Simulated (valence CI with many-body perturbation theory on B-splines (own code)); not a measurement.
# Hyperfine factors and g values of As II

Level of theory: relativistic CI+MBPT: four valence electrons over a frozen Dirac-Fock core [Ar] 3d10, a basis of 11 s, 11 p, 9 d, 7 f, 5 g, 2 h, 1 i functions for each j, with the one-electron correlation potential Σ1 (screened to all orders), the two-electron term Σ2, the three-electron term Σ3, Breit, model QED; selected single and double excitations, second order for the rest, scaled by the run's own slope (own B-spline code, finite nucleus).

Against 16 measured levels this calculation errs by 197 cm⁻¹ on average and by 355 at most. These come from a selection out of the NIST Handbook of Basic Atomic Spectroscopic Data. Levels without a partner in it may be off by more. Among the levels kept, up to 510 cm⁻¹ of a level comes from second order outside the variational space, and about a tenth of that is noise between levels of different J, which matters for small intervals.

A/g_I is the dipole constant over the nuclear g factor μ/I (μ in nuclear magnetons, uniformly magnetised nucleus), B/Q the quadrupole constant per barn. Both hold the static response of the core; the bare values leave it out. Large factors of s and p1/2 electrons are usually good to 5 to 10 %; those of open d and f shells near neutrality can be off by tens of per cent, and small factors of p3/2, d and f electrons come from cancelling terms and can be off by a factor of two or in sign, in half-filled shells by more. B is blank for J = 1/2, where it vanishes, and for nearly pure S terms. Energies count from the lowest level. Levels with J = 0 are left out.

Names give the largest LS component (configuration and term), which can be under half, so a name can repeat, a term be missing and a line seem to break the LS rules; names also repeat where a configuration has a term twice.

| Level | E (cm⁻¹) | g | A/g_I (MHz) | A/g_I bare | B/Q (MHz/b) | B/Q bare |
| --- | --- | --- | --- | --- | --- | --- |
| 4s²4p² ³P_1 | 1062 | 1.501 | -65.7 | -92.3 | 450 | 378 |
| 4s²4p² ³P_2 | 2534 | 1.489 | 616 | 519 | -890 | -751 |
| 4s²4p² ¹D_2 | 10065 | 1.012 | 793 | 722 | 1750 | 1480 |
| 4s4p³ ⁵S°_2 | 54579 | 2.001 | 3480 | 3110 |  |  |
| 4s4p³ ³D°_1 | 73417 | 0.509 | -2240 | -2010 | 60.2 | 49.5 |
| 4s4p³ ³D°_2 | 73531 | 1.172 | 1340 | 1220 | 176 | 146 |
| 4s4p³ ³D°_3 | 73910 | 1.334 | 2450 | 2200 | -325 | -276 |
| 4s²4p5s ³P°_1 | 79034 | 1.429 | 2420 | 2200 | -305 | -258 |
| 4s²4p5s ³P°_2 | 81403 | 1.500 | 1010 | 903 | 1010 | 849 |
| 4s²4p5s ¹P°_1 | 82709 | 1.073 | 201 | 158 | 785 | 664 |
| 4s²4p4d ¹D°_2 | 82750 | 1.121 | 708 | 634 | -637 | -551 |
| 4s4p³ ³P°_1 | 84288 | 1.490 | 2940 | 2640 | -207 | -170 |
| 4s4p³ ³P°_2 | 84751 | 1.368 | 2010 | 1810 | -287 | -250 |
| 4s²4p4d ³F°_2 | 88515 | 0.677 | 585 | 542 | 645 | 528 |
| 4s²4p4d ³F°_3 | 89238 | 1.084 | 387 | 347 | 715 | 585 |
| 4s²4p4d ³F°_4 | 90604 | 1.250 | 176 | 148 | 1040 | 852 |
| 4s²4p5p ¹P_1 | 95142 | 0.816 | 1480 | 1340 | -237 | -201 |
| 4s²4p5p ³D_1 | 96728 | 0.886 | 20.1 | 41.7 | -20.2 | -16.2 |
| 4s²4p5p ³D_2 | 96930 | 1.182 | 746 | 672 | 161 | 137 |
| 4s²4p4d ³D°_1 | 98906 | 0.680 | -517 | -455 | 41.8 | 33.4 |
| 4s²4p5p ³P_1 | 98995 | 1.396 | 81.7 | 39.2 | 304 | 257 |
| 4s²4p5p ³D_3 | 99004 | 1.334 | 327 | 282 | 1210 | 1020 |
| 4s²4p4d ³D°_2 | 99386 | 1.239 | 360 | 318 | 289 | 241 |
| 4s²4p5p ³P_2 | 100075 | 1.441 | 451 | 386 | 38.9 | 31.4 |
| 4s²4p4d ³D°_3 | 100233 | 1.293 | 680 | 601 | -573 | -486 |
| 4s²4p5p ³S_1 | 100905 | 1.904 | 459 | 377 | 66.9 | 56.5 |
| 4s²4p4d ¹P°_1 | 101324 | 0.899 | 154 | 139 | 19.1 | 12.0 |
| 4s²4p4d ³P°_2 | 102121 | 1.423 | 1020 | 908 | -567 | -480 |
| 4s²4p5p ¹D_2 | 102205 | 1.045 | 456 | 410 | 989 | 837 |
| 4s²4p4d ¹F°_3 | 102337 | 1.040 | 328 | 296 | 876 | 733 |
| 4s²4p4d ³P°_1 | 102390 | 1.424 | 690 | 614 | -266 | -223 |
| 4s4p³ ¹D°_2 | 111354 | 1.003 | 603 | 548 | -298 | -261 |
| 4s4p³ ³S°_1 | 113551 | 1.955 | -3050 | -2830 |  |  |

Task: Take the isotope of mass number 75, with I = 3/2, μ = 1.4383 μN, leaving out the quadrupole term. What is the hyperfine structure of 4s4p³ ⁵S°_2?

Result: From the table A = 3340 MHz. Shifts from the centre of gravity in MHz: F = 1/2: -15000, F = 3/2: -10000, F = 5/2: -1670, F = 7/2: 10000.
